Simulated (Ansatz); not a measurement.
Al, charge +1, singlet; B2GP-PLYP/6-31G* (Ansatz, a program for electronic structure).

Input for Ansatz:
Ansatz 0.2 input:
```yaml
crystal:
  periodic: [false, false, false]
  atoms:
    - {symbol: Al, position_ang: [0.00000000, 0.00000000, 0.00000000]}
basis:
  gaussian:
    orbitals: 6-31G*
hamiltonian:
  xc: {name: B2GP-PLYP}
total_charge: 1
```

Output, abridged:

```
Functional definition: B2GP-PLYP
103 factors; integrals over basis functions are off by at most 5.4e-5 eV
mean field evaluation 1: about -6584.0967 eV, gradient 2.0e0 eV
mean field evaluation 2: about -6584.0966 eV, gradient 2.0e0 eV
mean field evaluation 4: about -6584.1021 eV, gradient 1.4e-2 eV
mean field evaluation 8: about -6584.1021 eV, gradient 1.0e-6 eV
mean field -6584.10207039 eV, -241.9612882221 hartree, gradient 1.4e-6 eV, S^2 0.000000; 0 other end points of the search recorded, 0 dependent functions left out
5 core orbitals not correlated
reference -6584.10214589 eV, -241.9612909968 hartree; 1, 1 occupied and 13, 13 virtual orbitals, 103 factors
second order -0.86070854 eV of doubles, -0.00000000 eV of singles
Total energy: -6584.41200097 eV, -241.9726779608 hartree
```
